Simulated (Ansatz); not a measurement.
`[SeH][SiH]1BC1` + `[CH3][GeH2][Cl]` → `[CH3][GeH]([Cl])[SeH]` + `B1C[SiH2]1` at 600 K and 1 bar (formal exchange of groups at the Se–Si bond).

Computed with Ansatz on PBE0-D4/def2-TZVP structures; ΔE is electronic, products minus reactants. CCSD(T)/CBS is the MP2 limit (def2-TZVPP, def2-QZVPP) plus CCSD(T) − MP2 in def2-TZVPP, frozen cores. For Ge, Se outer-core shells are correlated without core-valence functions, which leaves a few kJ/mol of doubt a bond. Scalar relativity is left out up to krypton. One conformer a species, not always the lowest.

```tsv
species	CCSD(T)/CBS energy (Eh)	H − E (kJ/mol)	S (J/(mol·K))
`[SeH][SiH]1BC1`	-2755.59871	201.3	422.0
`[CH3][GeH2][Cl]`	-2576.99593	188.0	382.1
`[CH3][GeH]([Cl])[SeH]`	-4977.73636	203.6	460.1
`B1C[SiH2]1`	-354.85519	185.3	343.3
```

H − E and S are ideal-gas, rigid-rotor, harmonic terms from PBE0-D4/def2-TZVP, for one conformer and one mirror image of each species. 1 Eh = 2625.50 kJ/mol, R = 8.31446 J/(mol·K).

Task: By hand: ΔE, ΔH, ΔS and ΔG.

Result: ΔE = (-4977.73636) + (-354.85519) − (-2755.59871) − (-2576.99593) = 0.00309 Eh = 8.1 kJ/mol. Δ(H − E) = 203.6 + 185.3 − 201.3 − 188.0 = -0.4, so ΔH = 7.7 kJ/mol. ΔS = 460.1 + 343.3 − 422.0 − 382.1 = -0.7 J/(mol·K). ΔG = 7.7 − 600 × (-0.7)/1000 = 8.1 kJ/mol.

Task: By hand: the equilibrium constant, and the temperature at which ΔG would vanish if ΔH and ΔS stayed fixed.

Result: log₁₀ K = −ΔG/(RT ln 10) = -0.7. ΔH and −TΔS have one sign here, so there is no such temperature. One of them is within its doubt of zero, so this could turn.

The number of gas molecules stays the same, so ΔS is small and ΔH decides. A doubt of 5 kJ/mol in ΔE shifts log₁₀ K by 0.4 here. Other conformers and mirror images would add mixing entropy, several J/(mol·K) or more a flexible species. These are equilibria of isolated gas molecules and say nothing of rates. Largest T1 diagnostic: 0.014 (customary marks: 0.02 for closed shells, 0.045 for open ones).
